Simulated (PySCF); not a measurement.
# One change at a time: excitation energies

Level of theory: PySCF, TDDFT wB97X-D/def2-SVPD, vertical, gas phase, core orbitals frozen in the response. Geometries: GFN2-xTB; one conformer of each isolated species. Triplets are in the Tamm–Dancoff approximation. 'Strongest' means the level of largest summed f among the lowest 8 singlets; it needn't be the same kind of state in each.

Parent: `O1C[SiH2]O[Si@H]1F`, with lowest singlet excitation energy 7.15 eV, oscillator strength of the strongest level 0.04, S1–T1 gap 0.45 eV, HOMO energy -10.47 eV. Its spectrum: 7.15 eV (f 0.023); 7.50 eV (f 0.005); 8.05 eV (f 0.008); 8.12 eV (f 0.028); 8.36 eV (f 0.001).

Shifts from the parent:

```
                  change                           SMILES  Δ S1 (eV)  Δ f (strongest)  Δ S1−T1 (eV)  Δ HOMO (eV)
 H on C replaced by CH2F      FC[C@@H]1O[Si@H](F)O[SiH2]1      +0.04            -0.02         -0.02        +0.07
 H on C replaced by COOH  O=C(O)[C@@H]1O[Si@H](F)O[SiH2]1      -1.25            +0.09         +0.01        +0.33
H on C replaced by CH2OH     OC[C@@H]1O[Si@@H](F)O[SiH2]1      -0.08            -0.01         -0.07        +0.53
 H on C replaced by CHF2  FC(F)[C@@H]1O[Si@@H](F)O[SiH2]1      +0.27            +0.06         +0.01        -0.21
 H on C replaced by OCH3      CO[C@@H]1O[Si@H](F)O[SiH2]1      +0.01            -0.01         -0.06        +0.35
  H on C replaced by CH3      C[C@@H]1O[Si@@H](F)O[SiH2]1      -0.08            +0.07         +0.01        +0.32
  H on C replaced by CHO    O=C[C@@H]1O[Si@@H](F)O[SiH2]1      -2.63            +0.04         +0.09        +0.72
 H on C replaced by OCHO    O=CO[C@@H]1O[Si@H](F)O[SiH2]1      -1.02             0.00         +0.09        +0.35
```

Question: Predict the same shifts for this change: H on C replaced by vinyl (`C=C[C@@H]1O[Si@H](F)O[SiH2]1`).

Answer: Δ lowest singlet excitation energy -0.82 eV, Δ oscillator strength of the strongest level +0.36, Δ S1–T1 gap +1.35 eV, Δ HOMO energy +1.31 eV. Spectrum: 6.33 eV (f 0.015); 7.08 eV (f 0.043); 7.21 eV (f 0.402); 7.59 eV (f 0.006); 7.80 eV (f 0.008). S1 falls most with H on C replaced by CHO (-2.63 eV), and it rises most with H on C replaced by CHF2 (+0.27 eV). S1 is simply the lowest singlet of each species and needn't be the same kind of state throughout. Over these 9 changes the shifts of S1 and of the HOMO–LUMO gap correlate with r = 0.82.

Without π bonds the low states are Rydberg-like; a valence basis with one diffuse set may place them up to an eV too high.
